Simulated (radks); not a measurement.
Charge is removed step by step from the 4s1/2 level of As, starting from [Ar] 3d10 4s2 4p3. All-electron calculation, Dirac Kohn-Sham, LDA (Slater exchange, Perdew-Wang correlation), spin-unpolarised, spherical densities, point nucleus; open shells are shared between the two j in proportion to 2j + 1. Program: a radial shooting solver on a logarithmic mesh with Libxc functionals.

\begin{tabular}{lrrr}
removed (e) & E - E(0) (eV) & eigenvalue (eV) & E minus straight line (eV) \\ \hline
0 & 0.000 & -14.696 & 0.000 \\
0.1 & 1.515 & -15.607 & -0.433 \\
0.2 & 3.122 & -16.536 & -0.774 \\
0.3 & 4.823 & -17.483 & -1.022 \\
0.4 & 6.619 & -18.445 & -1.174 \\
0.5 & 8.512 & -19.422 & -1.229 \\
0.6 & 10.504 & -20.413 & -1.185 \\
0.7 & 12.595 & -21.418 & -1.042 \\
0.8 & 14.788 & -22.436 & -0.797 \\
0.9 & 17.083 & -23.467 & -0.451 \\
1 & 19.482 & -24.510 & 0.000 \\
\end{tabular}

Removing the whole electron costs 19.482 eV by Delta-SCF, against 14.696 eV from minus the eigenvalue at the starting occupation. Slater's transition state (half an electron removed) gives 19.422 eV. Integrating minus the eigenvalue over the occupation (Janak's theorem) gives 19.482 eV. The mean slope of the eigenvalue, de/dn, is 9.81 eV per electron.
